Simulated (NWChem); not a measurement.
Molecule: C4H4O2; SMILES C1=COC=CO1

Results from NWChem. Pople sets run with spherical d functions. Structure relaxed at the PBE-D3(BJ)/def2-SVP level. Ions are spin-unrestricted doublets at the neutral geometry; other ion states weren't tried.

### Question
What does the run give for PBE0/6-31G*? Quantities: vertical ionisation energy, ΔSCF (eV); −ε(HOMO) (eV).

### Answer
```
Property                               Value
-------------------------------------  -----
vertical ionisation energy, ΔSCF (eV)   7.51
−ε(HOMO) (eV)                           5.20
```
